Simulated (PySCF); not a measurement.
## Reading a saddle point

A first-order saddle point of Si$_{2}$H$_{7}$ClO, singlet, PBE0-D4/def2-TZVP, with one imaginary mode of 764i cm⁻¹:

```
11
angstrom
Si -0.7710 0.9282 -0.4558
H 0.2738 2.0781 -1.1881
O -0.4888 -0.6516 -0.4054
Si 0.3355 -1.7970 0.4741
H -1.4858 1.0755 -1.7504
H -1.5078 1.6443 0.5949
H 0.7546 1.9241 -0.4499
Cl 1.2526 1.2620 1.0738
H 0.1397 -1.5921 1.9269
H 1.7691 -1.7834 0.1118
H -0.2720 -3.0880 0.0680
```

PySCF 2.14 with density fitting (its default auxiliary sets; JK sets also for MP2 and CCSD(T)); basis: def2-TZVPP and def2-QZVPP; cores frozen in the correlated methods. Extrapolation: Hartree–Fock as exp(−7.88 √X), correlation as X^−2.97.

Which contacts change along the imaginary mode, and what lies on either side? (Judge from chemistry; the calculation decides.)

By the calculation: The step is Si₂H₆O ([SiH3][O][SiH3]) + HCl → Si₂H₅ClO ([SiH3][O][SiH2][Cl]) + H₂, with the molecules in contact on both sides. Shortening one way: Si1–Cl8, H2–H7; lengthening the same way: Si1–H2, H7–Cl8.
```
   pair  one side (Å)  saddle (Å)  other side (Å)
Si1–Cl8          3.81        2.56            2.05
  H2–H7          2.08        0.89            0.75
 Si1–H2          1.49        1.72            4.22
 H7–Cl8          1.28        1.73            3.18
```

Which side is lower, and how far does the saddle lie above each? (To be estimated.)

By the calculation: The side with Si1–Cl8, H2–H7 short is lower by 86.0 kJ/mol; the saddle lies 226.6 kJ/mol above it and 140.6 kJ/mol above the other (CCSD(T) at an estimated basis limit (MP2 extrapolated from triple and quadruple zeta, plus CCSD(T) − MP2 in triple zeta); electronic energies).

The T1 diagnostic stays at or below 0.013.

Labels in which every atom is bracketed show which atoms are joined, not bond orders.

For scale, one of the runs: CCSD(T)/def2-TZVPP, 255 basis functions, launched by `OMP_NUM_THREADS=4 python run.py`. Hardware: 4 CPU threads of an Intel Xeon, shared host. Wall time 35 min; peak host memory 5.4 GiB.
